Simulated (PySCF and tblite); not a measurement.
The numbers below are computed, except where a source is named.
4 diastereomers of C8H13F, numbered alike:

```csv
isomer,SMILES,descriptors (one enantiomer)
A,[CH3:1][C@H:2]1[CH2:3][C@@H:4]2[CH2:5][C@@H:6]2[CH2:7][C@@H:8]1[F:9],"2S, 4S, 6R, 8S"
B,[CH3:1][C@@H:2]1[CH2:3][C@@H:4]2[CH2:5][C@@H:6]2[CH2:7][C@@H:8]1[F:9],"2R, 4S, 6R, 8S"
C,[CH3:1][C@H:2]1[CH2:3][C@@H:4]2[CH2:5][C@H:6]2[CH2:7][C@@H:8]1[F:9],"2S, 4S, 6S, 8S"
D,[CH3:1][C@@H:2]1[CH2:3][C@@H:4]2[CH2:5][C@H:6]2[CH2:7][C@@H:8]1[F:9],"2R, 4S, 6S, 8S"
```

Protocol: conformer search, at most 2 conformers an isomer, GFN2-xTB geometries, energies PBE0/pcSseg-1 (D3(BJ) added where defined), GIAO shieldings PBE0/pcSseg-1, weights at 298.15 K with GFN2-xTB thermal terms. Programs: PySCF with density fitting and tblite.

(1) What shifts does each isomer give (ppm; of two unlike H on one atom, a is the less shielded)?

(2) Which carbons tell the isomers apart best?

Unscaled ¹⁹F shifts at such levels can be off by tens of ppm; differences between conformers or isomers are more reliable. Shifts are unscaled: against experiment ¹³C can be off by 15 ppm or more and ¹H by 0.8 ppm. The cap on conformers cut off some of the population, so the set may be incomplete.

Answers

(1) 
A: ¹H (against TMS): 4.23 (H8, 1H), 2.41 (H7a, 1H), 2.09 (H3a, 1H), 1.73 (H7b, 1H), 1.55 (H3b, 1H), 1.28 (H2, 1H), 1.07 (H1, 3H), 0.89 (H6, 1H), 0.81 (H4, 1H), 0.67 (H5a, 1H), -0.05 (H5b, 1H). ¹³C (against TMS): 97.6 (C8), 35.1 (C2), 34.5 (C3), 34.4 (C7), 19.3 (C1), 13.8 (C5), 13.1 (C4), 11.3 (C6). ¹⁹F (against CFCl3): -212.3 (F9).

B: ¹H (against TMS): 4.57 (H8, 1H), 2.45 (H7a, 1H), 1.84 (H3a, 1H), 1.84 (H7b, 1H), 1.58 (H3b, 1H), 1.23 (H2, 1H), 1.05 (H1, 3H), 1.04 (H4, 1H), 0.72 (H6, 1H), 0.70 (H5a, 1H), 0.20 (H5b, 1H). ¹³C (against TMS): 95.1 (C8), 36.4 (C2), 34.2 (C7), 30.4 (C3), 20.7 (C1), 15.8 (C5), 12.8 (C4), 11.3 (C6). ¹⁹F (against CFCl3): -230.1 (F9).

C: ¹H (against TMS): 4.71 (H8, 1H), 2.46 (H7a, 1H), 2.10 (H7b, 1H), 2.08 (H2, 1H), 1.82 (H3a, 1H), 1.76 (H3b, 1H), 1.48 (H5a, 1H), 1.41 (H5b, 1H), 1.18 (H1, 3H), 0.00 (H6, 1H), -0.57 (H4, 1H). ¹³C (against TMS): 102.3 (C8), 42.3 (C2), 39.8 (C7), 37.0 (C3), 27.5 (C5), 21.9 (C1), 16.3 (C4), 15.8 (C6). ¹⁹F (against CFCl3): -205.9 (F9).

D: ¹H (against TMS): 5.18 (H8, 1H), 2.78 (H3a, 1H), 2.48 (H7a, 1H), 2.40 (H2, 1H), 2.20 (H7b, 1H), 1.36 (H5a, 1H), 1.31 (H5b, 1H), 1.16 (H1, 3H), 1.00 (H3b, 1H), 0.12 (H6, 1H), -0.37 (H4, 1H). ¹³C (against TMS): 96.0 (C8), 40.9 (C2), 37.2 (C3), 36.9 (C7), 26.1 (C5), 20.1 (C1), 14.4 (C4), 13.3 (C6). ¹⁹F (against CFCl3): -216.3 (F9).

(2) C5: 13.8 in A, 15.8 in B, 27.5 in C, 26.1 in D; C8: 97.6 in A, 95.1 in B, 102.3 in C, 96.0 in D; C2: 35.1 in A, 36.4 in B, 42.3 in C, 40.9 in D ppm.
